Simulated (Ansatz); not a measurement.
**Nudged elastic band run: CH₈AlN₃**

The input (input.yaml):

```yaml
crystal:
  periodic: [false, false, false]
  atoms:
    - { symbol: "N", position_ang: [-2.25072, -0.431007, 0.324657] }
    - { symbol: C, position_ang: [-0.997471, -0.090063, 1.022256] }
    - { symbol: Al, position_ang: [0.649569, 0.123527, -0.072685] }
    - { symbol: "N", position_ang: [0.566917, -0.100878, -1.834017] }
    - { symbol: "N", position_ang: [2.206408, 0.53679, 0.675903] }
    - { symbol: H, position_ang: [-2.479608, 0.261917, -0.365563] }
    - { symbol: H, position_ang: [-2.163032, -1.301991, -0.16789] }
    - { symbol: H, position_ang: [-0.830973, -0.849255, 1.795812] }
    - { symbol: H, position_ang: [-1.17706, 0.823199, 1.602265] }
    - { symbol: H, position_ang: [1.333953, -0.014367, -2.472815] }
    - { symbol: H, position_ang: [-0.261502, -0.335899, -2.345547] }
    - { symbol: H, position_ang: [2.34717, 0.682542, 1.657101] }
    - { symbol: H, position_ang: [3.07685, 0.660586, 0.195423] }
basis:
  gaussian: { orbitals: def2-SVP }
hamiltonian:
  xc: hf
neb:
  order_check: false
  images: 7
  f_tol: 0.03
  max_iterations: 60
  final_atoms:
    - { symbol: "N", position_ang: [-1.9807739, -0.35806407, 0.31239003] }
    - { symbol: C, position_ang: [-0.79868628, 0.13924347, 1.11587913] }
    - { symbol: Al, position_ang: [0.75670117, 0.20401149, 0.12778036] }
    - { symbol: "N", position_ang: [0.37717774, -0.3944371, -1.58315601] }
    - { symbol: "N", position_ang: [2.41347767, 0.72115565, 0.54754191] }
    - { symbol: H, position_ang: [-2.73086883, 0.31340619, 0.22036817] }
    - { symbol: H, position_ang: [-1.62155167, -0.5473927, -0.62220231] }
    - { symbol: H, position_ang: [-2.38805839, -1.21488033, 0.66158729] }
    - { symbol: H, position_ang: [-1.11954281, 0.36185058, 2.12696524] }
    - { symbol: H, position_ang: [0.45397014, 0.24145831, -2.35877542] }
    - { symbol: H, position_ang: [0.75800105, -1.27103955, -1.89701904] }
    - { symbol: H, position_ang: [2.70395277, 1.07205732, 1.43947073] }
    - { symbol: H, position_ang: [3.19670233, 0.69773175, -0.07593008] }
  initial_path:
    images:
      - { positions_ang: [[-2.25072, -0.431007, 0.324657], [-0.997471, -0.090063, 1.022256], [0.649569, 0.123527, -0.072685], [0.566917, -0.100878, -1.834017], [2.206408, 0.53679, 0.675903], [-2.479608, 0.261917, -0.365563], [-2.163032, -1.301991, -0.16789], [-0.830973, -0.849255, 1.795812], [-1.17706, 0.823199, 1.602265], [1.333953, -0.014367, -2.472815], [-0.261502, -0.335899, -2.345547], [2.34717, 0.682542, 1.657101], [3.07685, 0.660586, 0.195423]] }
      - { positions_ang: [[-2.20732362, -0.35292242, 0.34090849], [-0.97035711, -0.18545807, 1.02580302], [0.66151043, 0.09465275, -0.07168342], [0.67947163, -0.25244443, -1.82948694], [2.16750246, 0.69886036, 0.66614714], [-2.38521983, 0.43970051, -0.22187739], [-2.15999782, -1.11306465, -0.26272098], [-1.11604576, -0.94306031, 1.62252562], [-1.08400292, 0.63136315, 1.71764389], [1.23384302, 0.01125908, -2.46704982], [-0.17574999, -0.57443021, -2.25531242], [2.37876276, 0.69463271, 1.62079489], [2.99810776, 0.81601254, 0.12920791]] }
      - { positions_ang: [[-2.16392724, -0.27483784, 0.35715998], [-0.94324321, -0.28085314, 1.02935004], [0.67345187, 0.0657785, -0.07068184], [0.79202626, -0.40401087, -1.82495688], [2.12859692, 0.86093073, 0.65639127], [-2.29083167, 0.61748401, -0.07819177], [-2.15696365, -0.92413831, -0.35755196], [-1.40111851, -1.03686562, 1.44923924], [-0.99094585, 0.43952729, 1.83302278], [1.13373305, 0.03688515, -2.46128464], [-0.08999799, -0.81296141, -2.16507784], [2.41035551, 0.70672343, 1.58448878], [2.91936551, 0.97143908, 0.06299283]] }
      - { positions_ang: [[-2.12053086, -0.19675327, 0.37341147], [-0.91612932, -0.37624821, 1.03289706], [0.6853933, 0.03690425, -0.06968027], [0.90458089, -0.5555773, -1.82042681], [2.08969138, 1.02300109, 0.64663541], [-2.1964435, 0.79526752, 0.06549384], [-2.15392947, -0.73521196, -0.45238293], [-1.68619127, -1.13067093, 1.27595286], [-0.89788877, 0.24769144, 1.94840168], [1.03362307, 0.06251123, -2.45551946], [-0.00424598, -1.05149262, -2.07484325], [2.44194827, 0.71881414, 1.54818267], [2.84062327, 1.12686563, -0.00322226]] }
      - { positions_ang: [[-2.07713449, -0.11866869, 0.38966297], [-0.88901543, -0.47164328, 1.03644408], [0.69733474, 0.00802999, -0.06867869], [1.01713553, -0.70714374, -1.81589675], [2.05078584, 1.18507145, 0.63687954], [-2.10205534, 0.97305103, 0.20917946], [-2.15089529, -0.54628561, -0.54721391], [-1.97126402, -1.22447624, 1.10266649], [-0.8048317, 0.05585558, 2.06378057], [0.93351309, 0.0881373, -2.44975429], [0.08150603, -1.29002383, -1.98460867], [2.47354102, 0.73090486, 1.51187656], [2.76188102, 1.28229217, -0.06943734]] }
      - { positions_ang: [[-2.05304434, -0.17851753, 0.37034473], [-0.86643314, -0.31892159, 1.05630284], [0.71217635, 0.05702537, -0.01956392], [0.85714608, -0.62896708, -1.75771157], [2.14145879, 1.0690925, 0.61454513], [-2.25925871, 0.80813982, 0.21197664], [-2.01855939, -0.54656238, -0.56596101], [-2.07546261, -1.22207726, 0.99239669], [-0.88350948, 0.13235433, 2.07957674], [0.81362736, 0.12646755, -2.42700957], [0.25062978, -1.28527776, -1.96271126], [2.53114396, 0.81619297, 1.4937751], [2.87058635, 1.13615206, -0.07106053]] }
      - { positions_ang: [[-2.02895419, -0.23836638, 0.3510265], [-0.84385085, -0.1661999, 1.0761616], [0.72701795, 0.10602074, 0.02955084], [0.69715663, -0.55079042, -1.69952638], [2.23213175, 0.95311355, 0.59221072], [-2.41646209, 0.64322861, 0.21477382], [-1.88622348, -0.54683916, -0.58470811], [-2.1796612, -1.21967829, 0.88212689], [-0.96218725, 0.20885308, 2.0953729], [0.69374162, 0.16479781, -2.40426485], [0.41975354, -1.28053169, -1.94081386], [2.58874689, 0.90148109, 1.47567364], [2.97929168, 0.99001196, -0.07268371]] }
      - { positions_ang: [[-2.00486404, -0.29821522, 0.33170826], [-0.82126856, -0.01347822, 1.09602036], [0.74185956, 0.15501612, 0.0786656], [0.53716719, -0.47261376, -1.6413412], [2.32280471, 0.8371346, 0.56987632], [-2.57366546, 0.4783174, 0.217571], [-1.75388758, -0.54711593, -0.60345521], [-2.28385979, -1.21727931, 0.77185709], [-1.04086503, 0.28535183, 2.11116907], [0.57385588, 0.20312806, -2.38152014], [0.58887729, -1.27578562, -1.91891645], [2.64634983, 0.9867692, 1.45757219], [3.087997, 0.84387185, -0.0743069]] }
      - { positions_ang: [[-1.9807739, -0.35806407, 0.31239003], [-0.79868628, 0.13924347, 1.11587913], [0.75670117, 0.20401149, 0.12778036], [0.37717774, -0.3944371, -1.58315601], [2.41347767, 0.72115565, 0.54754191], [-2.73086883, 0.31340619, 0.22036817], [-1.62155167, -0.5473927, -0.62220231], [-2.38805839, -1.21488033, 0.66158729], [-1.11954281, 0.36185058, 2.12696524], [0.45397014, 0.24145831, -2.35877542], [0.75800105, -1.27103955, -1.89701904], [2.70395277, 1.07205732, 1.43947073], [3.19670233, 0.69773175, -0.07593008]] }
```

Run as:

```bash
$ ansatz run input.yaml --threads 2 --pin off --max-ram 3072MiB --backend cpu --events-out ev --progress --plain --runs-dir out
```

Output, in part (warnings, iteration lines, the closing report on the highest movable image, with atoms numbered from 0):

```
NEB end point (image 0): max|allowed force component| = 1.237e-2 eV/Å (the criterion of neb.relax_end_points is 1.000e-2)
NEB end point (image 8): max|allowed force component| = 1.319e-2 eV/Å (the criterion of neb.relax_end_points is 1.000e-2)
NEB iter   1: max|band force component| = 1.619e1 eV/Å  barrier→ = 5.8253 eV  barrier← = 3.6986 eV  Δτ_max = 0.2000 Å  (344 SCF iters)
NEB iter   2: max|band force component| = 4.495e0 eV/Å  barrier→ = 4.3494 eV  barrier← = 2.2228 eV  Δτ_max = 0.2000 Å  (223 SCF iters)
NEB iter   3: max|band force component| = 2.580e0 eV/Å  barrier→ = 3.8404 eV  barrier← = 1.7138 eV  Δτ_max = 0.1993 Å  (222 SCF iters)
NEB iter   4: max|band force component| = 1.603e0 eV/Å  barrier→ = 3.6627 eV  barrier← = 1.5361 eV  Δτ_max = 0.1955 Å  (224 SCF iters)
NEB iter   5: max|band force component| = 7.168e-1 eV/Å  barrier→ = 3.6445 eV  barrier← = 1.5179 eV  Δτ_max = 0.1952 Å  (223 SCF iters)
NEB iter   6: max|band force component| = 5.966e-1 eV/Å  barrier→ = 3.5970 eV  barrier← = 1.4704 eV  Δτ_max = 0.1985 Å  (223 SCF iters)
NEB iter   7: max|band force component| = 5.240e-1 eV/Å  barrier→ = 3.5581 eV  barrier← = 1.4315 eV  Δτ_max = 0.1952 Å  (227 SCF iters)
NEB iter   8: max|band force component| = 4.195e-1 eV/Å  barrier→ = 3.5420 eV  barrier← = 1.4153 eV  CI = image 5  Δτ_max = 0.1222 Å  (229 SCF iters)
NEB iter   9: max|band force component| = 2.875e-1 eV/Å  barrier→ = 3.5303 eV  barrier← = 1.4036 eV  CI = image 5  Δτ_max = 0.0854 Å  (222 SCF iters)
NEB iter  10: max|band force component| = 9.982e-2 eV/Å  barrier→ = 3.5272 eV  barrier← = 1.4005 eV  CI = image 5  Δτ_max = 0.0819 Å  (208 SCF iters)
NEB iter  11: max|band force component| = 8.074e-2 eV/Å  barrier→ = 3.5259 eV  barrier← = 1.3992 eV  CI = image 5  Δτ_max = 0.1084 Å  (209 SCF iters)
NEB iter  12: max|band force component| = 7.405e-2 eV/Å  barrier→ = 3.5256 eV  barrier← = 1.3989 eV  CI = image 5  Δτ_max = 0.2000 Å  (204 SCF iters)
NEB iter  13: max|band force component| = 2.632e-1 eV/Å  barrier→ = 3.5255 eV  barrier← = 1.3989 eV  CI = image 5  Δτ_max = 0.1006 Å  (205 SCF iters)
NEB iter  14: max|band force component| = 1.447e-1 eV/Å  barrier→ = 3.5255 eV  barrier← = 1.3988 eV  CI = image 5  Δτ_max = 0.0994 Å  (205 SCF iters)
NEB iter  15: max|band force component| = 8.129e-2 eV/Å  barrier→ = 3.5255 eV  barrier← = 1.3988 eV  CI = image 5  Δτ_max = 0.1002 Å  (199 SCF iters)
NEB iter  16: max|band force component| = 8.942e-2 eV/Å  barrier→ = 3.5255 eV  barrier← = 1.3988 eV  CI = image 5  Δτ_max = 0.0502 Å  (184 SCF iters)
NEB iter  17: max|band force component| = 4.856e-2 eV/Å  barrier→ = 3.5254 eV  barrier← = 1.3988 eV  CI = image 5  Δτ_max = 0.0502 Å  (181 SCF iters)
NEB iter  18: max|band force component| = 3.201e-2 eV/Å  barrier→ = 3.5254 eV  barrier← = 1.3988 eV  CI = image 5  Δτ_max = 0.0297 Å  (179 SCF iters)
NEB iter  19: max|band force component| = 3.756e-2 eV/Å  barrier→ = 3.5254 eV  barrier← = 1.3988 eV  CI = image 5  Δτ_max = 0.0085 Å  (164 SCF iters)
NEB iter  20: max|band force component| = 1.768e-2 eV/Å  barrier→ = 3.5254 eV  barrier← = 1.3988 eV  CI = image 5  Δτ_max = 0.0000 Å  (404 SCF iters)
Total energy: -12176.84650021 eV, -447.4908551198 hartree
Atom 0 at    -2.218789    -0.302861     0.320815 Å, force    -0.000171     0.000102    -0.000063 eV/Å
Atom 1 at    -0.783807    -0.053698     1.022775 Å, force    -0.000074    -0.000208     0.000012 eV/Å
Atom 2 at     0.760975     0.128717    -0.046395 Å, force     0.000176     0.000083    -0.000067 eV/Å
Atom 3 at     0.697035    -0.431593    -1.748435 Å, force     0.000200     0.000224     0.000088 eV/Å
Atom 4 at     2.298953     0.799552     0.552365 Å, force    -0.000169    -0.000089    -0.000037 eV/Å
Atom 5 at    -2.990597     0.073108     0.835349 Å, force     0.000049    -0.000049     0.000098 eV/Å
Atom 6 at    -2.239688    -0.083743    -0.656910 Å, force     0.000091    -0.000076    -0.000012 eV/Å
Atom 7 at    -1.583105    -1.128286     0.747421 Å, force    -0.000086     0.000076     0.000001 eV/Å
Atom 8 at    -0.988104     0.322985     2.017460 Å, force     0.000047     0.000071     0.000034 eV/Å
Atom 9 at     1.377310    -0.204165    -2.448261 Å, force    -0.000091    -0.000092    -0.000140 eV/Å
Atom 10 at     0.088189    -1.141155    -2.108203 Å, force    -0.000021    -0.000077     0.000035 eV/Å
Atom 11 at     2.408730     1.306903     1.408819 Å, force     0.000014     0.000010     0.000011 eV/Å
Atom 12 at     3.193400     0.679339     0.118101 Å, force     0.000033     0.000025     0.000040 eV/Å
Dipole moment:    -0.484035    -0.000903    -0.179811 e Å
```

The run converged. The profile has 2 maxima (images 2, 5) with wells between them (image 3): this band takes more than one step, which may be the mechanism or a detour left from its start path. Neighbouring images differ by up to 3.5 eV, so the band resolves the path poorly. A vibrational analysis at the climbing image gives one clearly imaginary mode, 1771i cm⁻¹: a first-order saddle point. The orbitals stay closed-shell, which can raise the energy where a bond breaks towards radicals; this wasn't checked here.

Final band (atoms are numbered from 1 in the order of the input):

```csv
image,path coordinate (Å),energy (kcal/mol),C2–H8 (Å),N1–H8 (Å)
0,0.00,0.0,1.10,2.09
1,1.06,0.3,1.10,2.08
2,2.13,0.9,1.10,2.10
3,3.19,0.3,1.10,2.11
4,4.25,0.8,1.09,2.02
5,5.31,81.3,1.37,1.13
6,6.16,51.5,2.11,1.01
7,7.01,49.5,2.14,1.01
8,7.85,49.0,2.14,1.01
```

The run took 2.6 min on 2 threads of Arm Neoverse V2, on a shared host, peak memory 0.25 GiB.
